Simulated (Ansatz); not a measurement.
Program: Ansatz. Geometries: PBE0-D4/def2-TZVP. ΔE: electronic, gas phase. CCSD(T)/CBS is the MP2 limit (def2-TZVPP, def2-QZVPP) plus CCSD(T) − MP2 in def2-TZVPP, frozen cores. Functionals use def2-TZVPP. Each species was taken in one conformer, which may not be the lowest.

Reaction (substitution at a C–B bond): `CBC=O` + `C1NCS1` → `CN1CSC1` + `BC=O`

(1) Is it downhill or uphill in electronic energy at CCSD(T)/CBS, and by how much? (An estimate is asked.)

(2) What do these levels give: r2SCAN-D4, ωB97M-V, B2PLYP, PBE, CCSD(T)/def2-TZVPP, HF/def2-QZVPP? (Best estimate.)

Largest T1 diagnostic among the species: 0.021, so the coupled-cluster value is less sure than usual.

Results:

(1) Ansatz gave: Uphill: ΔE = +65.5 kJ/mol.

(2) Ansatz gave: r2SCAN-D4 63.9, ωB97M-V 67.9, B2PLYP 65.6, PBE 63.3, CCSD(T)/def2-TZVPP 62.3, HF/def2-QZVPP 81.0 kJ/mol.

In def2-TZVPP, CCSD(T) changes the Hartree–Fock value by −18.9 kJ/mol (the triples alone add −5.1 kJ/mol) and MP2 by −21.0 kJ/mol. The D4 term adds −4.7 kJ/mol with B3LYP and −2.6 kJ/mol with PBE0; it sums over pairs of atoms, weighted by their polarisabilities, and B3LYP, whose exchange is more repulsive, gets the larger term.

B3LYP here is the variant with VWN-RPA as its local correlation; programs differ in this.
